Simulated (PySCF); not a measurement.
**How methods differ on the excitation energy of Pb²⁺**

Pb²⁺ [Xe] 4f14 5d10 6s2 (1S) → Pb²⁺ [Xe] 4f14 5d10 6s1 7s1, s spin flipped, as a difference of total energies. Calculation: PySCF 2.14, in aug-cc-pVQZ-PP with one added diffuse shell each of s, p, d, f, g type with ECP60MDF (8s8p6d4f3g, 117 functions); scalar relativity through the core potential. Correlated levels: valence: 5s2 5p6 5d10 frozen. The calculations carry no spin-orbit coupling.

```tsv
method	excitation energy (eV)
UHF	0.000
LDA	0.000
PBE	0.000
PBE0	0.000
r2SCAN	0.000
B2PLYP	0.000
BLYP	0.000
TPSSh	0.000
MP2 (valence)	0.000
SCS-MP2 (valence)	0.000
```

The upper determinant mixes two multiplicities, so it lies between the two terms.

The promoted electron is Rydberg-like, and one or two diffuse shells describe it only roughly, which tends to raise the upper state.
